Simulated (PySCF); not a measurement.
These 4 structures share the formula C8H14. Computed with PySCF, PBE0-D3(BJ)/def2-SVP geometry optimisation, gas phase. Energies are electronic, without zero-point or thermal terms, for one conformer each. No frequencies were run at this level. Point groups hold within 0.08 Å.

Task: Order them by energy at this level, lowest first, and give relative energies in kJ/mol.
A. `[CH2:1]=[CH:2][CH2:3][CH:4]1[CH2:5][CH2:6][CH2:7][CH2:8]1` with C1–C2–C3–C4 -119°, C2–C3–C4–C5 -179°, C3–C4–C5–C6 -166°, C4–C5–C6–C7 28°, C5–C6–C7–C8 -4°, C6–C7–C8–C4 -21°
B. `C1C[C@@H]2CC[C@H](C1)C2`
C. `[CH3:1][CH2:2][C@@H:3]1[C@H:4]([CH3:5])[C:6]12[CH2:7][CH2:8]2` with C1–C2–C3–C4 161°
D. `[CH3:1][C:2]#[C:3][CH2:4][CH2:5][CH:6]([CH3:7])[CH3:8]` with C3–C4–C5–C6 -57°, C4–C5–C6–C7 -59°

Result: B (0.0), A (109.6), C (208.9), D (215.0).

As drawn, the highest has a C≡C bond, which the lowest lacks. Neighbours under 10 kJ/mol apart (CC[C@@H]1[C@H](C)C12CC2 and CC#CCCC(C)C) can change places with a better method, another conformer or zero-point energy.

```json
{"SMILES": "C1C[C@@H]2CC[C@H](C1)C2", "E (Eh)": "-312.71551", "E rel (kJ/mol)": "0.0", "dipole (D)": "0.01", "point group": "Cs", "A, B, C (MHz)": "2743, 2436, 1998"}
{"SMILES": "C=CCC1CCCC1", "E (Eh)": "-312.67377", "E rel (kJ/mol)": "109.6", "dipole (D)": "0.39", "point group": "C1", "A, B, C (MHz)": "4758, 1112, 970.3"}
{"SMILES": "CC[C@@H]1[C@H](C)C12CC2", "E (Eh)": "-312.63595", "E rel (kJ/mol)": "208.9", "dipole (D)": "0.17", "point group": "C1", "A, B, C (MHz)": "2405, 1765, 1242"}
{"SMILES": "CC#CCCC(C)C", "E (Eh)": "-312.63361", "E rel (kJ/mol)": "215.0", "dipole (D)": "0.27", "point group": "C1", "A, B, C (MHz)": "3280, 918.5, 861.6"}
```
